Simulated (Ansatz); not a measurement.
Two isomers of C2H4BFO: A = `B/C=C(/O)F`, B = `O/C=C/BF`.

Calculated with Ansatz (gas phase, PBE0-D4/def2-TZVP geometries, no zero-point term in ΔE). CCSD(T)/CBS adds triple-zeta CCSD(T) − MP2 to the extrapolated MP2 energy (def2 sets, frozen cores). Double bonds are as drawn, so ΔE can hold a change between cis and trans. DFT in def2-TZVPP. B3LYP here is the variant with VWN-RPA as its local correlation; programs differ in this. Each species was taken in one conformer, which may not be the lowest.

(1) Which is lower in electronic energy at CCSD(T)/CBS, and by how much? (Best estimate.)

(2) Give E(B) − E(A) in kJ/mol with CCSD/def2-TZVPP, HF/def2-TZVPP, ωB97M-V, CCSD(T)/def2-SVP, B3LYP-D4, LDA (SPW92), MP2/def2-TZVPP. (Best estimate.)

(3) Does the order hold for the free energy at 298.15 K (harmonic terms from PBE0-D4)? (An estimate is asked.)

Largest T1 diagnostic: 0.014.

Answers

(1) The calculation gave: B, by 202.3 kJ/mol.

(2) Ansatz gave: CCSD/def2-TZVPP -201.3, HF/def2-TZVPP -200.0, ωB97M-V -192.9, CCSD(T)/def2-SVP -200.2, B3LYP-D4 -195.3, LDA (SPW92) -184.1, MP2/def2-TZVPP -204.1. None reverses the order clearly.

(3) Computed: Yes: G(B) − G(A) = -196.0 kJ/mol, for one conformer each.

From BLYP to BHLYP (50 % exact exchange), in def2-TZVPP and without D4, E(B) − E(A) moves by −4.8 kJ/mol. Leaving LDA and LC-ωPBE aside and taking each functional with its dispersion term where it has one, the values, not all of them listed here, spread over 13.1 kJ/mol, from B2PLYP to revPBE-D4. LDA lies +3.8 kJ/mol from PBE without D4.
